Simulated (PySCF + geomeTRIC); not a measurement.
Caution, from a PySCF single point (TPSSh-D3(BJ)/def2-TZVP) at this geometry: the restricted solution is unstable towards spin-unrestricted or complex orbitals, so a lower solution exists and this singlet may not be the ground state.  The multiplicity is imposed and other spin states were not computed.

All values below come from BP86-D3(BJ)/def2-SVP (PySCF + geomeTRIC). fastk is a local helper that only speeds up exchange builds. No frequencies were computed at this level.

```python
import json, numpy as np
from pyscf import gto, dft
from fastk import lowrank_exchange
atoms = """
Ir    -0.000000     0.000000     0.000000
Cl    -0.635735     1.941140     0.581270
Cl    -1.436638    -1.487765    -0.482374
Cl     2.072373    -0.453373    -0.098896
"""
def scf(charge, spin, dm0=None):
    mol = gto.M(atom=atoms, basis='def2-svp', ecp={'Ir': 'def2-svp'}, charge=charge, spin=spin, verbose=3, max_memory=5040)
    mf = dft.KS(mol, xc='bp86').density_fit(auxbasis="def2-universal-jkfit")
    mf.disp = 'd3bj'
    mf.grids.level = 3
    mf.conv_tol = 1e-8
    mf.max_cycle = 120
    mf.level_shift = 0.25
    mf.kernel(dm0)
    if not mf.converged:
        mf = mf.newton().run(mf.mo_coeff, mf.mo_occ).undo_soscf()
    return mf
mf = scf(0, 0)
from pyscf.geomopt.geometric_solver import kernel as optimize
path = []
done, mol = optimize(mf, maxsteps=120, assert_convergence=False, callback=lambda env: path.append((env["energy"], bool(env["g_scanner"].converged))))
res = dict(converged=bool(done and path[-1][1]), energy=path[-1][0], path=[e for e, c in path], xyz=mol.atom_coords(unit="Angstrom").tolist(), nao=mol.nao)
json.dump(res, open("result.json", "w"))
```

Output:

```
converged SCF energy = -1484.83296336113
Geometry optimization cycle 1
converged SCF energy = -1484.83296336424
cycle 1: E = -1484.83296336  dE = -1484.83  norm(grad) = 0.0526753
Geometry optimization cycle 2
converged SCF energy = -1484.83816962844
cycle 2: E = -1484.83816963  dE = -0.00520626  norm(grad) = 0.00319139
Geometry optimization cycle 3
converged SCF energy = -1484.83819471937
cycle 3: E = -1484.83819472  dE = -2.50909e-05  norm(grad) = 0.000800328
Geometry optimization cycle 4
converged SCF energy = -1484.83833971502
cycle 4: E = -1484.83833972  dE = -0.000144996  norm(grad) = 0.00577109
Geometry optimization cycle 5
converged SCF energy = -1484.84049420559
cycle 5: E = -1484.84049421  dE = -0.00215449  norm(grad) = 0.00979543
Geometry optimization cycle 6
converged SCF energy = -1484.83769338664
cycle 6: E = -1484.83769339  dE = 0.00280082  norm(grad) = 0.0179601
Geometry optimization cycle 7
SCF not converged.
cycle 7: E = -1484.84166737  dE = -0.00397398  norm(grad) = 0.00932004
Geometry optimization cycle 8
converged SCF energy = -1484.84216393151
cycle 8: E = -1484.84216393  dE = -0.000496562  norm(grad) = 0.00397937
Geometry optimization cycle 9
converged SCF energy = -1484.84242222501
cycle 9: E = -1484.84242223  dE = -0.000258294  norm(grad) = 0.00288652
Geometry optimization cycle 10
converged SCF energy = -1484.84252548426
cycle 10: E = -1484.84252548  dE = -0.000103259  norm(grad) = 0.000750181
Geometry optimization cycle 11
converged SCF energy = -1484.84253795209
cycle 11: E = -1484.84253795  dE = -1.24678e-05  norm(grad) = 0.000191016
Geometry optimization cycle 12
converged SCF energy = -1484.84253839398
cycle 12: E = -1484.84253839  dE = -4.41887e-07  norm(grad) = 0.000181815
Geometry optimization cycle 13
converged SCF energy = -1484.84253840023
cycle 13: E = -1484.8425384  dE = -6.24914e-09  norm(grad) = 0.000437228
Geometry optimization cycle 14
converged SCF energy = -1484.8425381899
cycle 14: E = -1484.84253819  dE = 2.10332e-07  norm(grad) = 0.000591899
Geometry optimization cycle 15
converged SCF energy = -1484.84253852965
cycle 15: E = -1484.84253853  dE = -3.39746e-07  norm(grad) = 0.000551334
<class 'geometric.internal.Distance'> : 3
<class 'geometric.internal.Angle'> : 2
<class 'geometric.internal.OutOfPlane'> : 1
<class 'geometric.internal.TranslationX'> : 1
<class 'geometric.internal.TranslationY'> : 1
<class 'geometric.internal.TranslationZ'> : 1
<class 'geometric.internal.RotationA'> : 1
<class 'geometric.internal.RotationB'> : 1
<class 'geometric.internal.RotationC'> : 1
Step    0 : Gradient = 2.634e-02/3.045e-02 (rms/max) Energy = -1484.8329633642
Step    1 : Displace = 5.916e-02/6.856e-02 (rms/max) Trust = 1.000e-01 (=) Grad = 1.596e-03/1.877e-03 (rms/max) E (change) = -1484.8381696284 (-5.206e-03) Quality = 0.884
Step    2 : Displace = 4.203e-03/4.329e-03 (rms/max) Trust = 1.414e-01 (+) Grad = 4.002e-04/5.283e-04 (rms/max) E (change) = -1484.8381947194 (-2.509e-05) Quality = 1.182
Step    3 : Displace = 2.096e-02/3.497e-02 (rms/max) Trust = 2.000e-01 (+) Grad = 2.886e-03/3.640e-03 (rms/max) E (change) = -1484.8383397150 (-1.450e-04) Quality = 4.935
Step    4 : Displace = 8.397e-02/1.400e-01 (rms/max) Trust = 2.828e-01 (+) Grad = 4.898e-03/7.664e-03 (rms/max) E (change) = -1484.8404942056 (-2.154e-03) Quality = 3.514
Step    5 : Displace = 2.883e-01/3.522e-01 (rms/max) Trust = 3.000e-01 (+) Grad = 8.980e-03/1.231e-02 (rms/max) E (change) = -1484.8376933866 (+2.801e-03) Quality = -1.231
Step    6 : Displace = 1.379e-01/1.928e-01 (rms/max) Trust = 1.441e-01 (x) Grad = 4.660e-03/5.372e-03 (rms/max) E (change) = -1484.8416673691 (-1.173e-03) Quality = 0.637
Step    7 : Displace = 8.831e-02/1.084e-01 (rms/max) Trust = 1.441e-01 (=) Grad = 1.990e-03/3.002e-03 (rms/max) E (change) = -1484.8421639315 (-4.966e-04) Quality = 0.700
Step    8 : Displace = 2.525e-02/4.091e-02 (rms/max) Trust = 1.441e-01 (=) Grad = 1.443e-03/1.579e-03 (rms/max) E (change) = -1484.8424222250 (-2.583e-04) Quality = 1.498
Step    9 : Displace = 2.702e-02/3.943e-02 (rms/max) Trust = 2.039e-01 (+) Grad = 3.751e-04/6.330e-04 (rms/max) E (change) = -1484.8425254843 (-1.033e-04) Quality = 0.983
Step   10 : Displace = 1.213e-02/1.450e-02 (rms/max) Trust = 2.883e-01 (+) Grad = 9.551e-05/1.042e-04 (rms/max) E (change) = -1484.8425379521 (-1.247e-05) Quality = 1.237
Step   11 : Displace = 1.360e-03/1.697e-03 (rms/max) Trust = 3.000e-01 (+) Grad = 9.091e-05/1.108e-04 (rms/max) E (change) = -1484.8425383940 (-4.419e-07) Quality = 0.834
Step   12 : Displace = 3.106e-03/3.774e-03 (rms/max) Trust = 3.000e-01 (=) Grad = 2.186e-04/2.844e-04 (rms/max) E (change) = -1484.8425384002 (-6.249e-09) Quality = 0.003
Step   13 : Displace = 1.654e-03/1.957e-03 (rms/max) Trust = 1.553e-03 (-) Grad = 2.959e-04/4.088e-04 (rms/max) E (change) = -1484.8425381899 (+2.103e-07) Quality = -0.065
Step   14 : Displace = 9.222e-04/1.139e-03 (rms/max) Trust = 7.764e-04 (-) Grad = 2.748e-04/4.188e-04 (rms/max) E (change) = -1484.8425385296 (-3.397e-07) Quality = 0.662
Converged! =D
```

Cost: about 8 core-minutes (a rough figure).
